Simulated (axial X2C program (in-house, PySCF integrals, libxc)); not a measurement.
## Which molecule gave these maps?

PBE0 fields computed with an axial X2C code built on PySCF integrals, spin-free, near the equilibrium distance, one atom at z = 0.

The maps cover the half plane through the axis: z from -2.4 to 4.2 Å along the bond, ρ from 0.15 to 2.25 Å away from it.

log10 of the density in e/bohr³:

```
 ρ\z  -2.4  -1.8  -1.2  -0.6   0.0   0.6   1.2   1.8   2.4   3.0   3.6   4.2
0.15  -3.4  -2.4  -1.5  -0.5   1.4  -0.5  -1.1   0.0   0.6  -1.4  -1.9  -2.5
0.45  -3.4  -2.5  -1.6  -0.8   0.1  -0.8  -1.2  -0.8  -0.5  -1.5  -2.0  -2.6
0.75  -3.5  -2.6  -1.8  -1.1  -0.8  -1.0  -1.3  -1.4  -1.4  -1.7  -2.1  -2.7
1.05  -3.7  -2.8  -2.0  -1.4  -1.2  -1.3  -1.6  -1.7  -1.7  -1.9  -2.3  -2.9
1.35  -3.9  -3.1  -2.3  -1.8  -1.6  -1.7  -1.9  -2.0  -2.0  -2.2  -2.6  -3.1
1.65  -4.1  -3.3  -2.7  -2.2  -2.0  -2.1  -2.2  -2.3  -2.3  -2.5  -2.9  -3.4
1.95  -4.3  -3.6  -3.0  -2.6  -2.4  -2.4  -2.5  -2.6  -2.7  -2.9  -3.2  -3.7
2.25  -4.5  -3.9  -3.4  -3.0  -2.8  -2.8  -2.9  -3.0  -3.1  -3.2  -3.5  -4.0
```

Electron localisation function (collinear form, no current term, damped to 0 at low density):

```
 ρ\z  -2.4  -1.8  -1.2  -0.6   0.0   0.6   1.2   1.8   2.4   3.0   3.6   4.2
0.15  0.03  0.35  0.74  0.19  0.24  0.16  0.62  0.80  0.86  0.23  0.99  0.98
0.45  0.03  0.33  0.74  0.34  0.48  0.28  0.70  0.20  0.57  0.52  0.99  0.98
0.75  0.02  0.27  0.71  0.74  0.34  0.67  0.74  0.08  0.06  0.90  0.99  0.96
1.05  0.01  0.20  0.64  0.83  0.80  0.77  0.71  0.47  0.52  0.97  0.98  0.92
1.35  0.00  0.12  0.51  0.76  0.81  0.72  0.63  0.56  0.78  0.95  0.95  0.75
1.65  0.00  0.06  0.34  0.62  0.69  0.62  0.50  0.45  0.67  0.86  0.83  0.36
1.95  0.00  0.02  0.18  0.43  0.52  0.47  0.35  0.29  0.42  0.59  0.47  0.07
2.25  0.00  0.00  0.06  0.22  0.31  0.29  0.20  0.15  0.18  0.21  0.10  0.01
```

Axial spin density in 10⁻³ e/bohr³:

```
 ρ\z  -2.4  -1.8  -1.2  -0.6   0.0   0.6   1.2   1.8   2.4   3.0   3.6  4.2
0.15   0.2   1.3   9.2  18.8  -6.0  22.1  12.2  -0.3  37.3  21.3  10.6  2.5
0.45   0.1   1.1   6.6  14.3  -0.3  16.4   7.4  -1.0   1.4  18.9   8.8  2.1
0.75   0.1   0.7   3.5   6.3  -1.6   6.5   2.6  -1.5   6.8  13.4   6.1  1.6
1.05   0.1   0.4   1.5   1.9  -1.1   1.5   0.3  -0.9   5.0   7.6   3.7  1.1
1.35   0.0   0.2   0.6   0.5  -0.4   0.1  -0.3  -0.3   2.5   3.6   2.0  0.6
1.65   0.0   0.1   0.2   0.1  -0.2  -0.1  -0.2  -0.1   1.1   1.6   1.0  0.3
1.95   0.0   0.0   0.1   0.0  -0.1  -0.1  -0.1   0.0   0.5   0.7   0.5  0.2
2.25   0.0   0.0   0.0   0.0   0.0   0.0  -0.1   0.0   0.2   0.3   0.2  0.1
```

Task: Which molecule is it?
A. ZrSe
B. KP
C. TaP⁺
D. AlSe

Result: D. AlSe, with Se at z = 0 and Al at z = 2.174 Å, state M_S = 1/2, Λ = 0 (beyond evenly filled blocks: σα), basis Se dyall-cv3z [8s9p6d4f1g], Al dyall-v3z [8s8p2d1f] (cores contracted in-house). The state is a single determinant with fixed occupations, the lowest that a limited PBE0 search found.
